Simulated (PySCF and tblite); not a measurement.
Values are calculated unless marked as measured or tabulated.
# C6H13ClOSi, numbered as in [SiH3:1][C@@H:2]1[CH2:3][O:4][CH2:5][CH2:6][C@H:7]([Cl:8])[CH2:9]1: conformational analysis

Free energies: PBE0-D3(BJ)/pcSseg-1 (IEF-PCM, acetone) on GFN2-xTB structures plus GFN2-xTB thermal terms, symmetry and mirror images included. Conformers within 2.5 kcal/mol (GFN2-xTB free energy) were kept, 5 at most. GIAO shieldings: PBE0/pcSseg-1 (IEF-PCM, acetone). Shifts are against TMS (¹H), TMS (¹³C), TMS (²⁹Si) at the same level; of two unlike H on one atom, a is the less shielded. Codes: tblite and PySCF.

The 7-ring runs over atoms 2–3–4–5–6–7–9.

```json
{"conformer": "1", "shape": "7-ring puckered (ring torsions -49, 96, -71, 54, -75, 86, -34°)", "symmetry": "C1", "E(GFN2) kcal/mol": "0.38", "E(DFT) kcal/mol": "0.00", "G(298.15 K) kcal/mol": "0.00", "weight %": "74.6", "dipole D": "3.12"}
{"conformer": "2", "shape": "7-ring puckered (ring torsions 97, -51, -31, 86, -75, 53, -71°)", "symmetry": "C1", "E(GFN2) kcal/mol": "0.00", "E(DFT) kcal/mol": "0.85", "G(298.15 K) kcal/mol": "0.80", "weight %": "19.2", "dipole D": "2.22"}
{"conformer": "3", "shape": "7-ring puckered (ring torsions 62, -79, 87, -36, -39, 84, -74°)", "symmetry": "C1", "E(GFN2) kcal/mol": "0.77", "E(DFT) kcal/mol": "1.47", "G(298.15 K) kcal/mol": "1.70", "weight %": "4.2", "dipole D": "1.74"}
{"conformer": "4", "shape": "7-ring puckered (ring torsions -95, 77, -53, 70, -88, 40, 40°)", "symmetry": "C1", "E(GFN2) kcal/mol": "1.27", "E(DFT) kcal/mol": "2.20", "G(298.15 K) kcal/mol": "2.34", "weight %": "1.4", "dipole D": "2.47"}
{"conformer": "5", "shape": "7-ring puckered (ring torsions -68, 84, -82, 28, 42, -80, 72°)", "symmetry": "C1", "E(GFN2) kcal/mol": "0.68", "E(DFT) kcal/mol": "1.74", "G(298.15 K) kcal/mol": "2.88", "weight %": "0.6", "dipole D": "3.95"}
```

Weights (%) against temperature:

| T (K) | 1 | 2 | 3 | 4 | 5 | S(mix) cal/mol/K |
| --- | --- | --- | --- | --- | --- | --- |
| 250 | 80.3 | 15.8 | 2.8 | 0.8 | 0.3 | 1.24 |
| 298.15 | 74.6 | 19.2 | 4.2 | 1.4 | 0.6 | 1.51 |
| 350 | 69.2 | 21.9 | 5.6 | 2.3 | 0.9 | 1.75 |

Averaged shifts at 298.15 K. ¹H: 4.05 (H7, 1H), 4.02 (H3a, 1H), 4.01 (H5a, 1H), 3.66 (H1, 3H), 3.65 (H3b, 1H), 3.65 (H5b, 1H), 2.23 (H6a, 1H), 2.07 (H9a, 1H), 1.99 (H6b, 1H), 1.99 (H9b, 1H), 1.49 (H2, 1H) ppm. ¹³C: 74.9 (C3), 69.3 (C7), 67.9 (C5), 47.4 (C6), 43.4 (C9), 24.8 (C2) ppm. ²⁹Si: -67.7 (Si1) ppm.

Coordinates of conformer 1 (Å):

```xyz
22

Si    2.858    0.124   -0.255
C     0.991   -0.207   -0.019
C     0.411   -0.865   -1.276
O    -0.982   -0.742   -1.455
C    -1.789   -1.058   -0.346
C    -2.164    0.193    0.458
C    -0.985    0.779    1.220
Cl   -1.535    2.304    1.998
C     0.237    1.075    0.357
H     3.033    1.158   -1.274
H     3.401    0.571    1.028
H     3.511   -1.117   -0.674
H     0.879   -0.909    0.815
H     0.695   -1.930   -1.280
H     0.823   -0.403   -2.178
H    -2.705   -1.493   -0.758
H    -1.308   -1.807    0.295
H    -2.543    0.938   -0.245
H    -2.963   -0.056    1.159
H    -0.702    0.124    2.051
H     0.895    1.738    0.924
H    -0.070    1.601   -0.548
```

Coordinates of conformer 2 (Å):

```xyz
22

Si    2.837   -0.142   -0.654
C     1.057   -0.535   -0.082
C     0.094   -0.595   -1.268
O    -1.131   -1.215   -0.926
C    -2.192   -0.355   -0.600
C    -1.868    0.719    0.452
C    -0.828    0.242    1.460
Cl   -1.058    1.157    2.991
C     0.609    0.460    0.991
H     3.713   -0.145    0.517
H     3.264   -1.155   -1.618
H     2.855    1.181   -1.281
H     1.043   -1.535    0.365
H     0.528   -1.223   -2.053
H    -0.077    0.403   -1.688
H    -2.570    0.142   -1.508
H    -2.970   -1.026   -0.225
H    -1.502    1.629   -0.030
H    -2.795    0.974    0.968
H    -0.997   -0.808    1.716
H     1.274    0.363    1.852
H     0.702    1.483    0.619
```

Unscaled ²⁹Si shifts at such levels can be off by tens of ppm; differences between conformers or isomers are more reliable. Shifts are unscaled: against experiment ¹³C can be off by 15 ppm or more and ¹H by 0.8 ppm. For its torsions the set is small; conformers may be missing.

Search and properties took 3.8 min on 1 thread of Arm Neoverse V2 (shared host) (rough), launched as `OMP_NUM_THREADS=1 python ens_run.py task.json out`.
